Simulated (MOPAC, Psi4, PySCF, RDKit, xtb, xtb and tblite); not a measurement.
Two geometries of SMILES s1c(C=C)ccc1 (C6H6S), relaxed at GFN2-xTB with one dihedral held; other torsions can differ between them too.

Structure A

```
13

C      2.4998     0.6278    -0.4516
C      1.6313    -0.0465     0.2831
C      0.1872    -0.0204     0.0584
C     -0.7745     0.5662     0.8228
C     -2.0832     0.3513     0.3344
C     -2.1025    -0.4167    -0.7824
S     -0.5218    -0.8895    -1.2695
H      3.5564     0.6042    -0.2475
H      2.1850     1.2127    -1.3002
H      1.9613    -0.6185     1.1429
H     -0.5519     1.1496     1.6986
H     -2.9660     0.7509     0.8007
H     -2.9463    -0.7418    -1.3577
```

Structure B

```
13

C      2.5024     0.6144    -0.4525
C      1.6054    -0.0427     0.2756
C      0.1868    -0.0430     0.0327
C     -0.7986    -0.4920     0.8711
C     -2.0923    -0.3737     0.3270
C     -2.0835     0.1475    -0.9274
S     -0.4953     0.5110    -1.4699
H      3.5515     0.5891    -0.2169
H      2.2118     1.1842    -1.3198
H      1.9120    -0.5970     1.1540
H     -0.5981    -0.8843     1.8525
H     -2.9885    -0.6664     0.8444
H     -2.9155     0.3428    -1.5745
```

### Question
Which is lower in energy at the level Psi4 with DF-MP2 (frozen core)/cc-pVTZ // GFN2-xTB, and by how much?

### Answer
B is lower, by 16.65 kJ/mol (dihedral C1–C2–C3–S7: 75° in A, 15° in B).

E(B) − E(A) in kJ/mol at the other levels, on the same two geometries: GFN2-xTB (xtb and tblite) -20.63; MMFF94 // GFN2-xTB (RDKit) -11.28; PBE/def2-TZVP // GFN2-xTB (Psi4) -20.21; PBE-D3(BJ)/def2-TZVP // GFN2-xTB (Psi4) -20.57; HF/cc-pVTZ // GFN2-xTB (Psi4) -12.41; UFF // GFN2-xTB (RDKit) -27.84; AM1, restricted, heats of formation // GFN2-xTB (MOPAC) -6.40; PM6, restricted, heats of formation // GFN2-xTB (MOPAC) -2.36; GFN1-xTB // GFN2-xTB (xtb) -19.46; restricted B3LYP/6-31G*, spherical d, density fitting // GFN2-xTB (PySCF) -19.16; restricted Hartree-Fock/6-31G*, spherical d, density fitting // GFN2-xTB (PySCF) -11.81; restricted MP2 (frozen core)/3-21G // GFN2-xTB (PySCF) -11.33; restricted M06-2X/6-31G*, spherical d, density fitting // GFN2-xTB (PySCF) -16.97.
